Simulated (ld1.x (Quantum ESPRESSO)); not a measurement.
# Which change was made? (Sn, TM)

- Element: Sn (Z = 50)
- Generator: ld1.x (Quantum ESPRESSO) 7.5
- Type: norm-conserving Troullier–Martins (Kleinman–Bylander form)
- Functional: PBE
- Relativity: scalar-relativistic
- Frozen core: [Kr]
- Valence charge: 14
- Reference configuration: 4d10 5s2 5p2
- Partial waves: 5s (bound): rc 2.15 bohr; 5p (bound): rc 1.80 bohr; 4d (bound): rc 1.65 bohr
- Local potential: all-electron potential smoothed inside 1.65 bohr (lloc = -2)
- Core correction: Bessel-smoothed model core inside 1.15 bohr

Cutoffs, loose and tight: the cutoffs (Ry, on a coarse ladder) from which the occupation-weighted sum of valence levels, in a spherical-Bessel basis at the reference potential, stays within 10 and 1 mRy of its value at 400 Ry. They do not see the model core or the augmentation charge, which bear on the density cutoff. Test errors are all-electron minus pseudo excitation energies from the reference, over the configurations 4d10 5s2 5p1; 4d10 5s2 5p0; 4d10 5s1 5p0; 4d10 5s0 5p0; 4d10 5s1 5p2; 4d10 5s0 5p4; 4d9 5s2 5p3; variants that change the core or the reference have their own tests.

The base gives: outcome: generated; cutoff, loose: 80 Ry; cutoff, tight: 140 Ry; bound ghosts: none; largest test error (meV): -80.

After one change the result is: outcome: generated; cutoff, loose: 180 Ry; cutoff, tight: 260 Ry; bound ghosts: p, s; largest test error (meV): +137. Which change was it?
A. all radii but the core radius scaled by about 1.15 (s 2.48, p 2.08, d 1.90 bohr); local potential all-electron potential smoothed inside 1.90 bohr (lloc = -2)
B. all radii but the core radius scaled by about 0.93 (s 2.00, p 1.66, d 1.52 bohr); local potential all-electron potential smoothed inside 1.52 bohr (lloc = -2)
C. all radii but the core radius scaled by about 0.78 (s 1.66, p 1.40, d 1.28 bohr); local potential all-electron potential smoothed inside 1.28 bohr (lloc = -2)

C. The others give: all radii but the core radius scaled by about 0.93 (s 2.00, p 1.66, d 1.52 bohr); local potential all-electron potential smoothed inside 1.52 bohr (lloc = -2) → outcome: generated; cutoff, loose: 90 Ry; cutoff, tight: 140 Ry; bound ghosts: s; largest test error (meV): +281 | all radii but the core radius scaled by about 1.15 (s 2.48, p 2.08, d 1.90 bohr); local potential all-electron potential smoothed inside 1.90 bohr (lloc = -2) → outcome: generated; cutoff, loose: 70 Ry; cutoff, tight: 110 Ry; bound ghosts: none; largest test error (meV): -123.
